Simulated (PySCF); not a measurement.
## Bond curve of TlSe

Set-up: PySCF, scalar-relativistic core potentials, basis sets Tl cc-pVDZ-PP with ECP60, Se cc-pVDZ-PP with ECP10. Energies in eV from Tl + Se in their ground configurations at the same level. State: ²Π (doublet), unpaired electrons π ↑.

All columns are PBE0. A positive dipole means Tl(−)Se(+).

| R (Å) | E (eV) | μ (D) | Mulliken charge on Tl (basis-dependent) | HOMO (eV) | LUMO (eV) | Mayer bond order | ⟨S²⟩ |
| --- | --- | --- | --- | --- | --- | --- | --- |
| 2.355 | -2.066 | -1.31 | 0.25 | -5.98 | -4.53 | 1.20 | 0.75 |
| 2.464 | -2.476 | -2.00 | 0.29 | -6.06 | -4.27 | 1.14 | 0.75 |
| 2.574 | -2.695 | -2.68 | 0.32 | -6.09 | -4.02 | 1.09 | 0.75 |
| 2.656 | -2.770 | -3.17 | 0.34 | -6.08 | -3.85 | 1.06 | 0.75 |
| 2.738 | -2.789 | -3.65 | 0.36 | -5.92 | -3.69 | 1.04 | 0.75 |
| 2.820 | -2.765 | -4.12 | 0.38 | -5.77 | -3.54 | 1.01 | 0.75 |
| 2.930 | -2.685 | -4.72 | 0.40 | -5.58 | -3.37 | 0.99 | 0.76 |
| 3.067 | -2.534 | -5.44 | 0.42 | -5.36 | -3.17 | 0.96 | 0.76 |
| 3.231 | -2.310 | -6.24 | 0.44 | -5.14 | -2.98 | 0.93 | 0.76 |
| 3.450 | -1.984 | -7.21 | 0.45 | -4.89 | -2.80 | 0.89 | 0.77 |

A fit through these points gives, at Re = 2.729 Å, μ = -3.60 D and dμ/dR = -5.80 D/Å; the reduced mass is 57.5 u.

Q: How strong is the fundamental in the double-harmonic approximation, I = 42.26·(dμ/dR)²/μred km/mol?

A: I = 42.26·(-5.80)²/57.5 = 24.7 km/mol at PBE0.

These are scalar-relativistic numbers at best; spin–orbit coupling would shift them, the dissociation energy most. The state was picked by a PBE0 search and need not be the measured ground state.
